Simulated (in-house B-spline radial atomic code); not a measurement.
Configurations of Ba VI (Ba5+), with energies counted from [Kr] 4d10 5s2 (5p1/2)2 (5p3/2)1. Method: Dirac-Hartree-Fock, average of each configuration as written, Fermi nucleus of rms radius 4.8378 fm. Calculated with an all-electron radial atomic-structure program (B-spline basis). Energies include first-order Breit, QED and recoil terms.

Occupations are held fixed; configurations that lie above the ionisation limit could autoionise.

| configuration | E - E(ref) (eV) | highest orbital | its <r> (bohr) |
| --- | --- | --- | --- |
| [Kr] 4d10 5s2 (5p1/2)1 (5p3/2)2 | 2.0414 | 5p3/2 | 1.76 |
| [Kr] 4d10 5s2 (5p1/2)1 (5p3/2)1 7s1 | 48.64 | 7s1/2 | 5.136 |
| [Kr] 4d10 5s2 (5p3/2)2 8s1 | 59.706 | 8s1/2 | 7.652 |
| [Kr] (4d3/2)3 (4d5/2)6 5s2 (5p1/2)1 (5p3/2)2 (5f7/2)1 | 130.73 | 5f7/2 | 3.335 |
| [Ar] (3d3/2)3 (3d5/2)6 4s2 4p6 4d10 5s2 (5p3/2)3 8s1 | 852.09 | 8s1/2 | 7.555 |
| [Ar] (3d3/2)3 (3d5/2)6 4s2 4p6 4d10 5s2 (5p1/2)2 (5p3/2)1 (7g9/2)1 | 852.47 | 7g9/2 | 10.35 |

Order these further configurations by energy, lowest first.
A. [Kr] 4d10 5s2 (5p1/2)1 (5p3/2)1 (5f5/2)1
B. [Kr] 4d10 5s1 (5p1/2)1 (5p3/2)2 (6d3/2)1
C. [Ar] 3d10 4s2 (4p1/2)1 (4p3/2)4 4d10 5s2 (5p1/2)2 (5p3/2)2
D. [Ar] (3d3/2)3 (3d5/2)6 4s2 4p6 4d10 5s2 (5p1/2)2 (5p3/2)1 (5g7/2)1
E. [Ar] 3d10 4s2 (4p1/2)1 (4p3/2)4 4d10 5s2 (5p1/2)2 (5p3/2)1 (8d5/2)1

A (45.418 eV), B (64.757 eV), C (196.44 eV), E (257.65 eV), D (842.79 eV).

How far above the reference does [Kr] 4d10 5s2 (5p3/2)2 (8p1/2)1 lie?

61.132 eV; its least bound orbital is 8p1/2 with <r> = 8.233 bohr.

How far above the reference does [Ar] (3d3/2)4 (3d5/2)5 4s2 4p6 4d10 5s2 (5p3/2)3 (5f5/2)1 lie?

824.67 eV; its least bound orbital is 5f5/2 with <r> = 3.289 bohr.
